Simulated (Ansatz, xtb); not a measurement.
Species: TlCl (charge 0, singlet). 
Geometry from a B3LYP-D3(BJ)/def2-TZVP (Ansatz, a first-principles code) optimisation:
```
Cl
Tl 1 2.5322
```

Harmonic wavenumbers from GFN2-xTB (xtb, at its own minimum), cm⁻¹: 215.

### Question
Give the harmonic wavenumbers at B3LYP-D3(BJ)/def2-TZVP (Ansatz, finite differences of forces, unscaled).

### Answer
270 cm⁻¹. Zero-point energy 0.4 kcal/mol.

### Question
From these and the geometry, give the ideal-gas thermochemistry at 298.15 K and 1 atm (rigid rotor, harmonic oscillator).

### Answer
Point group C∞v, rotational symmetry number 1. Rotational constants 2.609, 2.609 GHz. S(trans) 42.33, S(rot) 17.44, S(vib) 1.60, S(elec, spin only) 0.00, S 61.4 cal/(mol K). H(298) - H(0) 2.36 kcal/mol; G - E(el) -15.5 kcal/mol.
